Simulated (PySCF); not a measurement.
Correlation energy of Hf²⁺ (hafnium, charge +2)

[Xe] 4f14 5d1 6s1, high-spin 3D determinant (an excited configuration). Computed with PySCF 2.14 in x2c-TZVPPall with one added diffuse shell each of s, p, d, f type (12s8p8d4f1g, 113 functions), with scalar relativity by spin-free X2C-1e. Frozen: [Kr] 4d10 4f14; 10 electrons correlated.

| level | correlation energy (mhartree) |
| --- | --- |
| CCSD | -181.82 |
| (T) | -2.96 |
| CCSD(T) | -184.78 |

Diagnostics: T1 = 0.028, D1 = 0.1264, largest double amplitude 0.024.

Spin-orbit coupling, absent here, splits the open shell strongly.

Cost of the coupled-cluster step: of the order of 50 core-seconds, for 10 correlated electrons.

Iterations:

```
CC2 = 0
CCSD nocc = (np.int64(6), np.int64(4)), nmo = (83, 83)
frozen orbitals [[0, 1, 2, 3, 4, 5, 6, 7, 8, 9, 10, 11, 12, 13, 14, 15, 16, 17, 18, 19, 20, 21, 22, 27, 28, 29, 30, 31, 32, 33], [0, 1, 2, 3, 4, 5, 6, 7, 8, 9, 10, 11, 12, 13, 14, 15, 16, 17, 18, 19, 20, 21, 22, 27, 28, 29, 30, 31, 32, 33]]
max_cycle = 100
direct = 0
conv_tol = 1e-08
conv_tol_normt = 1e-06
diis_space = 8
diis_start_cycle = 0
Init t2, MP2 energy = -0.172485181165105
Init E_corr(UCCSD) = -0.172485181168356
cycle = 1  E_corr(UCCSD) = -0.179729187315655  dE = -0.00724400615  norm(t1,t2) = 0.0250397
cycle = 2  E_corr(UCCSD) = -0.181360173337337  dE = -0.00163098602  norm(t1,t2) = 0.00651113
cycle = 3  E_corr(UCCSD) = -0.181812701082372  dE = -0.000452527745  norm(t1,t2) = 0.00236381
cycle = 4  E_corr(UCCSD) = -0.181793145371421  dE = 1.9555711e-05  norm(t1,t2) = 0.00103741
cycle = 5  E_corr(UCCSD) = -0.181785586393296  dE = 7.55897813e-06  norm(t1,t2) = 0.00100668
cycle = 6  E_corr(UCCSD) = -0.181797291558361  dE = -1.17051651e-05  norm(t1,t2) = 0.000989676
cycle = 7  E_corr(UCCSD) = -0.181811088366345  dE = -1.3796808e-05  norm(t1,t2) = 0.000911179
cycle = 8  E_corr(UCCSD) = -0.181815858480052  dE = -4.77011371e-06  norm(t1,t2) = 0.000414052
cycle = 9  E_corr(UCCSD) = -0.181816700619329  dE = -8.42139277e-07  norm(t1,t2) = 8.68431e-05
cycle = 10  E_corr(UCCSD) = -0.181816582150533  dE = 1.18468796e-07  norm(t1,t2) = 1.48302e-05
cycle = 11  E_corr(UCCSD) = -0.181816426309011  dE = 1.55841522e-07  norm(t1,t2) = 3.71853e-06
cycle = 12  E_corr(UCCSD) = -0.18181648007034  dE = -5.37613289e-08  norm(t1,t2) = 1.00754e-06
cycle = 13  E_corr(UCCSD) = -0.181816454777584  dE = 2.52927564e-08  norm(t1,t2) = 3.62951e-07
cycle = 14  E_corr(UCCSD) = -0.181816457083223  dE = -2.30563943e-09  norm(t1,t2) = 8.36607e-08
UCCSD converged
E(UCCSD) = -15072.88138484759  E_corr = -0.1818164570832231
UCCSD(T) correction = -0.00296207871259561
```

This basis was not built for core-valence correlation, so the inner-shell part is incomplete.
